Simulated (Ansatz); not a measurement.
`CC(C)[SiH](F)F` → `CC(C)[Si]F` + H–F at 700 K and 1 bar (silylene formation by 1,1-elimination).

Isolated molecules relaxed with PBE0-D4/def2-TZVP in Ansatz; ΔE leaves out vibrations. CBS: MP2 limit from def2 TZ/QZ plus the TZ coupled-cluster correction, frozen cores. This one scheme is used for every species. Each species was taken in one conformer, which may not be the lowest.

```json
{"species": "`CC(C)[SiH](F)F`", "CCSD(T)/CBS energy (Eh)": "-607.79220", "H − E (kJ/mol)": "379.0", "S (J/(mol·K))": "510.7"}
{"species": "`CC(C)[Si]F`", "CCSD(T)/CBS energy (Eh)": "-507.26195", "H − E (kJ/mol)": "329.8", "S (J/(mol·K))": "470.6"}
{"species": "H–F", "CCSD(T)/CBS energy (Eh)": "-100.39570", "H − E (kJ/mol)": "45.2", "S (J/(mol·K))": "198.5"}
```

H − E and S are ideal-gas, rigid-rotor, harmonic terms from PBE0-D4/def2-TZVP, for one conformer and one mirror image of each species. 1 Eh = 2625.50 kJ/mol, R = 8.31446 J/(mol·K).

**Question.** By hand: ΔE, ΔH, ΔS and ΔG.

**Answer.** ΔE = (-507.26195) + (-100.39570) − (-607.79220) = 0.13455 Eh = 353.3 kJ/mol. Δ(H − E) = 329.8 + 45.2 − 379.0 = -4.0, so ΔH = 349.3 kJ/mol. ΔS = 470.6 + 198.5 − 510.7 = 158.4 J/(mol·K). ΔG = 349.3 − 700 × (158.4)/1000 = 238.4 kJ/mol.

**Question.** By hand: the equilibrium constant, and the temperature at which ΔG would vanish if ΔH and ΔS stayed fixed.

**Answer.** log₁₀ K = −ΔG/(RT ln 10) = -17.8. ΔG = 0 at ΔH/ΔS = 2205 K.

The number of gas molecules changes by +1, which sets the sign of ΔS. A doubt of 5 kJ/mol in ΔE shifts log₁₀ K by 0.4 here. Other conformers and mirror images would add mixing entropy, several J/(mol·K) or more a flexible species. Modes under 60 cm⁻¹, often nearly free rotors, make the harmonic entropy too high. These are equilibria of isolated gas molecules and say nothing of rates. Largest T1 diagnostic: 0.012 (customary marks: 0.02 for closed shells, 0.045 for open ones).
